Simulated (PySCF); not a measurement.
Species: C3HN3Si.
SMILES: `N#C[SiH](C#N)C#N`

The calculation used PySCF, PBE0-D3(BJ)/def2-SVP geometry optimisation, gas phase.

Take the most abundant isotopes and a rigid rotor. 

Q: Give the principal moments of inertia and the rotational constants in MHz.

A: Ia = 241.80, Ib = 242.86, Ic = 439.09 u·Å²; 505379 MHz·u·Å²/I gives A = 2090, B = 2081, C = 1151 MHz.

Q: What kind of rotor is it?

A: An oblate symmetric top, as the point group C3v requires two equal moments; the computed ones differ by 0.44 % because the geometry is symmetric only within the optimiser's tolerance. Ray's parameter κ = (2B − A − C)/(A − C) = 0.981; −1 is the prolate and +1 the oblate limit.

Q: Is it planar, by Δ = Ic − Ia − Ib?

A: Not planar: Δ = Ic − Ia − Ib = -45.56 u·Å². For a rigid frame Δ = −2 Σ m c², so Σ m c² = 22.78 u·Å² lies off the ab plane: 4.42 from hydrogen and 18.36 from heavier atoms. The atom farthest from that plane is 2.09 Å away.

Q: Give the other two planar moments, Paa and Pbb, and the rms extents of the mass along the axes.

A: Paa = Σ m a² = (Ib + Ic − Ia)/2 = 220.08 and Pbb = Σ m b² = (Ia + Ic − Ib)/2 = 219.01 u·Å². With the mass M = 106.99 u, the rms extents √(P/M) along a, b and c are 1.43, 1.43, 0.46 Å.

Q: Where do the R-branch lines fall?

A: The dipole of 2.85 D lies along the symmetry axis, so ΔK = 0 and J+1 ← J falls at 2B(J+1) for every K: 4.17 GHz, 8.34 GHz, 12.51 GHz, 16.68 GHz, 20.86 GHz for J = 0 to 4.

Q: Estimate the classical rotational partition function at 100 K, 200 K and 500 K.

A: Point group C3v, symmetry number σ = 3; q = (√π/σ)·√((kT/h)³/(ABC)), k/h = 20836.6 MHz/K: 25100 at 100 K, 71000 at 200 K, 281000 at 500 K.

Stationary, but not proved a minimum. Constants of a rigid frame at the computed geometry: no zero-point averaging, no centrifugal distortion.
